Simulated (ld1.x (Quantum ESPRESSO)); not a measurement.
## Which change was made? (B, PAW)

ld1.x (Quantum ESPRESSO) 7.5 input, shortened:

```
&input
   title='B', zed=5., rel=1, dft='PZ', iswitch=3,
   config='[He] 2s1.75 2p1.25'
 /
 &inputp
   pseudotype=3, lpaw=.true., tm=.true., lloc=-1, rcloc=2.95,
   nlcc=.true., new_core_ps=.true., rcore=1.15,
   which_augfun='PSQ', rmatch_augfun_nc=.true.
 /
4
2S  1  0   1.75   0.00  1.05  1.35  0.0
2S  1  0   0.00  -0.25  1.05  1.35  0.0
2P  2  1   1.25   0.00  3.00  3.65  0.0
2P  2  1   0.00   0.35  3.00  3.65  0.0
 &test
   configts(1)='2s1.75 2p1.25'
 /
```

Cutoffs, loose and tight: the cutoffs (Ry, on a coarse ladder) from which the occupation-weighted sum of valence levels, in a spherical-Bessel basis at the reference potential, stays within 10 and 1 mRy of its value at 400 Ry. They do not see the model core or the augmentation charge, which bear on the density cutoff. Test errors are all-electron minus pseudo excitation energies from the reference, over the configurations 2s2 2p1; 2s2 2p0; 2s1 2p0; 2s0 2p3; 2s1 2p2; 2s1 2p1; 2s2 2p1.3 (two spin-polarised tests are not counted in the largest error); variants that change the core or the reference have their own tests. The largest error is taken over the tests solved by every variant that gives reliable tests at all, those not shown here included: 2s0 2p3; 2s1 2p0; 2s1 2p2; 2s2 2p0; 2s2 2p1.

The base gives: outcome: generated, overlap not positive; bound ghosts: not determined (overlap not positive); largest test error (meV): -8.1.

**Question.** After one change the result is: outcome: generated, overlap not positive; bound ghosts: not determined (overlap not positive); largest test error (meV): -8.1. Which change was it?
A. waves 2p (bound): rcut 3.00, rcutus 4.86 bohr; 2p channel at 0.35 Ry: rcut 3.00, rcutus 4.86 bohr
B. all radii but the core radius scaled by about 1.22 (s 1.64, p 4.44 bohr, rcut 1.28/3.64); local potential all-electron potential smoothed inside 3.58 bohr (lloc = -1)
C. functional PBE

**Answer.** A. The others give: all radii but the core radius scaled by about 1.22 (s 1.64, p 4.44 bohr, rcut 1.28/3.64); local potential all-electron potential smoothed inside 3.58 bohr (lloc = -1) → outcome: generated; cutoff, loose: 6 Ry; cutoff, tight: 8 Ry; bound ghosts: none; largest test error (meV): +42 | functional PBE → outcome: generated; cutoff, loose: 12 Ry; cutoff, tight: 21 Ry; bound ghosts: none; largest test error (meV): -5.7. A file whose overlap is not positive is unfit for use, and its test errors describe a broken file.
